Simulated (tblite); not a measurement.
**Question.** Give a GFN2-xTB geometry of `CC(C)([SiH2]C(O)=O)OC`.

**Answer.** 
```xyz
21
C5H12O3Si angstrom
C     -2.7922    0.0935   -0.3779
O     -1.4986   -0.2730   -0.7946
C     -0.3924    0.1329    0.0253
C     -0.4445   -0.4944    1.4208
C     -0.2914    1.6546    0.1547
Si     1.0274   -0.5953   -1.0418
C      2.7257   -0.2087   -0.2166
O      2.9207    0.3818    0.8175
O      3.7349   -0.6860   -0.9529
H     -3.0389   -0.3206    0.6046
H     -2.9220    1.1802   -0.3538
H     -3.4705   -0.3276   -1.1186
H     -1.2295   -0.0448    2.0281
H     -0.6254   -1.5648    1.3499
H      0.5063   -0.3297    1.9208
H     -0.3766    2.1257   -0.8223
H     -1.0715    2.0499    0.8045
H      0.6717    1.9107    0.5880
H      1.0507    0.0241   -2.3660
H      0.9126   -2.0499   -1.1313
H      4.5946   -0.4870   -0.5389
```

Any rigid rotation of these coordinates is as good. Atoms count from 1 in this order. The C–O distances run from 1.207 Å (C7=O8, drawn double) to 1.435 Å (O2–C3, drawn single), a spread of 0.228 Å. Si6 (SiH2 silicon) is tetrahedral (angles from 106.8° to 111.6°). Of the pairs four or more bonds apart, C5···H11 is among the closest relative to their van der Waals radii: 2.72 Å, 94 % of the sum of Bondi's values.

Bonds between heavy atoms (Å): C1–O2 1.408, O2–C3 1.435, C3–C4 1.531, C3–C5 1.531, C3–Si6 1.920, Si6–C7 1.927, C7=O8 1.207, C7–O9 1.337.

Structure optimised with GFN2-xTB, isolated species.

Point group: near Cs, missed by 0.10 Å at most; the miss may be what the optimiser left on a soft mode. Its GFN2-xTB frequencies are all real (lowest 20 cm⁻¹). The numbers are those of one conformer (C1–O2–C3–C4 63°, O2–C3–Si6–C7 179°, C3–Si6–C7–O8 1°, Si6–C7–O9–H 180°). 3 starts were optimised and ended at 0.00, 0.30 and 0.64 kcal/mol (GFN2-xTB); the lowest of these is shown.

The numbers are calculated, not measured.
